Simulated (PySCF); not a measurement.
Match the calculated data to a structure.

All candidates are C8H12.

| technique | computed result |
| --- | --- |
| 1H NMR | chemical shifts (computed TMS as zero) by class: 1.93 (1 H), 1.87 (1 H), 1.81 (2 H), 1.60 (2 H), 1.49 (1 H), 1.16 (2 H), 1.10 (2 H), 1.06 (1 H) ppm [GIAO PBE0/pcSseg-1] |
| Dipole | 0.98 D [B3LYP/def2-SVPD] |
| Valence photoelectron | vertical ionisation energy: 9.50 eV [ΔSCF B3LYP/def2-SVPD] |
| UV, first state | lowest singlet excitation: 6.56 eV (189 nm, f = 0.000) [TDDFT B3LYP/def2-SVPD] |
| 13C NMR | chemical shifts (computed TMS as zero) by class: 92.0 (1 C), 74.0 (1 C), 35.3 (2 C), 30.5 (1 C), 28.1 (2 C), 27.7 (1 C) ppm [GIAO PBE0/pcSseg-1] |
| Rotational structure | rotational constants A, B, C: 4.268, 1.387, 1.122 GHz [PBE0-D3(BJ)/def2-SVP] |
| Polarisability | 92.3 au [B3LYP/def2-SVPD] |

The electronic properties come from PySCF, for the isolated species, density fitting. Levels stand in brackets. The structure is a single PBE0-D3(BJ)/def2-SVP conformer in the gas phase; no vibrational or solvent corrections. Each NMR value is the plain mean over a class of atoms that symmetry, rotation or inversion makes alike.

Question: Which candidate is it?
A. `C=C(/C=C/C)C1CC1`
B. `CC#CCC1CCC1`
C. `C#CC1CCCCC1`
D. `C=C/C=C/C1CCC1`

Answer: C. It is `C#CC1CCCCC1`. Numbering: `[CH:1]#[C:2][CH:3]1[CH2:4][CH2:5][CH2:6][CH2:7][CH2:8]1`. Its formula, C8H12, gives 3 degrees of unsaturation: 1 ring and 2 π bonds in the structure found. 8 carbons fall into 6 classes; from least to most shielded: alkyne carbon [C2] (92.0 ppm), terminal alkyne carbon [C1] (74.0 ppm), ring CH2 carbon [C4/C8] (35.3 ppm, 2 C), propargylic carbon [C3] (30.5 ppm), ring CH2 carbon [C5/C7] (28.1 ppm, 2 C), ring CH2 carbon [C6] (27.7 ppm). Hydrogen classes from least to most shielded: 1 H on a propargylic carbon, C3 (1.93 ppm), 1 H on a terminal alkyne carbon, C1 (1.87 ppm), 2 H on 2 ring CH2 carbons, C4/C8 (1.81 ppm), 2 H on 2 ring CH2 carbons, C5/C7 (1.60 ppm), 1 H on a ring CH2 carbon, C6 (1.49 ppm), 2 H on 2 ring CH2 carbons, C4/C8 (1.16 ppm), 2 H on 2 ring CH2 carbons, C5/C7 (1.10 ppm), 1 H on a ring CH2 carbon, C6 (1.06 ppm). The first electron is taken from the HOMO, whose largest Löwdin shares are 0.39 on the terminal alkyne carbon, 0.35 on the alkyne carbon and 0.07 on the propargylic carbon. The optimised geometry has point group Cs and is an asymmetric top.

The others, at the same levels:
- `C=C/C=C/C1CCC1` fails: it has 7 carbon classes against 6; its computed 13C shifts are 148.5 (1 C), 145.6 (1 C), 137.4 (1 C), 123.4 (1 C), 42.4 (1 C), 31.7 (2 C), 20.1 (1 C) ppm, 1H shifts are 6.35 (1 H), 6.07 (1 H), 5.70 (1 H), 5.34 (1 H), 5.26 (1 H), 2.64 (1 H), 1.97 (2 H), 1.80 (1 H), 1.77 (2 H), 1.59 (1 H) ppm and rotational constant A is 8.367 GHz (against 4.268 GHz).
- `C=C(/C=C/C)C1CC1` fails: its computed lowest singlet excitation is 5.44 eV (228 nm, f = 0.561) (against 6.56 eV), static isotropic polarisability is 101.2 au (against 92.3 au) and rotational constant A is 3.553 GHz (against 4.268 GHz).
- `CC#CCC1CCC1` fails: it has 7 carbon classes against 6; its computed 13C shifts are 83.3 (1 C), 81.2 (1 C), 37.3 (1 C), 30.2 (2 C), 28.7 (1 C), 19.6 (1 C), 4.7 (1 C) ppm, 1H shifts are 2.21 (1 H), 2.04 (2 H), 1.96 (2 H), 1.80 (3 H), 1.76 (1 H), 1.61 (1 H), 1.45 (2 H) ppm and rotational constant A is 5.827 GHz (against 4.268 GHz).

Each candidate is one conformer, not necessarily the lowest. The conformers computed, where there is a choice (atom-mapped SMILES and torsion angles):
- `[CH2:1]=[CH:2]/[CH:3]=[CH:4]/[CH:5]1[CH2:6][CH2:7][CH2:8]1`: C1–C2–C3–C4 180°, C3–C4–C5–C6 130°
- `[CH2:1]=[C:2](/[CH:3]=[CH:4]/[CH3:5])[CH:6]1[CH2:7][CH2:8]1`: C1–C2–C3–C4 -177°, C1–C2–C6–C7 26°
- `[CH3:1][C:2]#[C:3][CH2:4][CH:5]1[CH2:6][CH2:7][CH2:8]1`: C3–C4–C5–C6 66°

The conformers of `C#CC1CCCCC1` aren't listed.
